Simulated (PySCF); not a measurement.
Al(OMe)(OEt)(NH2), SMILES CC[O][Al]([NH2])[O]C, singlet, GFN2-xTB optimised geometry.

```
17

Al    -0.98    -0.48     0.00
O     -1.80     0.95     0.00
C     -2.30     2.25    -0.01
H     -2.96     2.39    -0.87
H     -2.88     2.43     0.91
H     -1.49     2.98    -0.06
O      0.67    -0.48     0.00
C      1.96    -1.02    -0.02
C      1.95    -2.53    -0.17
H      2.51    -0.56    -0.86
H      2.47    -0.74     0.91
H      1.44    -2.80    -1.10
H      2.97    -2.92    -0.19
H      1.41    -2.98     0.66
N     -1.96    -1.97     0.01
H     -2.97    -1.98     0.00
H     -1.60    -2.91    -0.01
```

Density from CAM-B3LYP/def2-SVP (PySCF 2.14.0) at that geometry.

Minimum of the electron density along straight lines between bonded atoms, close to the bond critical point (lines longer than 1.1 times the sum of covalent radii, or with two minima, are not listed):

| bond | length / Å | ρ at the minimum / e bohr⁻³ | ∇²ρ there / e bohr⁻⁵ | position (fraction from the first atom) |
|---|---|---|---|---|
| Al1–O2 | 1.648 | 0.103 | 1.03 | 0.44 |
| O2–C3 | 1.393 | 0.257 | … | 0.66 |
| C3–H4 | 1.094 | 0.281 | -1.07 | 0.64 |
| C3–H5 | 1.094 | 0.281 | -1.07 | 0.64 |
| C3–H6 | 1.093 | 0.281 | -1.08 | 0.64 |
| Al1–O7 | 1.655 | 0.103 | 1.01 | 0.43 |
| O7–C8 | 1.393 | 0.258 | -0.29 | 0.66 |
| C8–C9 | 1.523 | 0.252 | … | 0.50 |
| C8–H10 | 1.098 | 0.281 | -1.06 | 0.63 |
| C8–H11 | 1.098 | 0.281 | -1.06 | 0.63 |
| C9–H12 | 1.088 | 0.277 | -1.02 | 0.63 |
| C9–H13 | 1.087 | 0.276 | -1.02 | 0.63 |
| C9–H14 | 1.087 | 0.277 | -1.02 | 0.63 |
| Al1–N15 | 1.778 | … | 0.66 | 0.42 |
| N15–H16 | 1.006 | 0.330 | -1.51 | 0.77 |
| N15–H17 | 1.006 | 0.330 | -1.51 | 0.76 |

### Question
What belongs in the gaps?

### Answer

- O2–C3, ∇²ρ there / e bohr⁻⁵: -0.31
- C8–C9, ∇²ρ there / e bohr⁻⁵: -0.61
- Al1–N15, ρ at the minimum / e bohr⁻³: 0.095
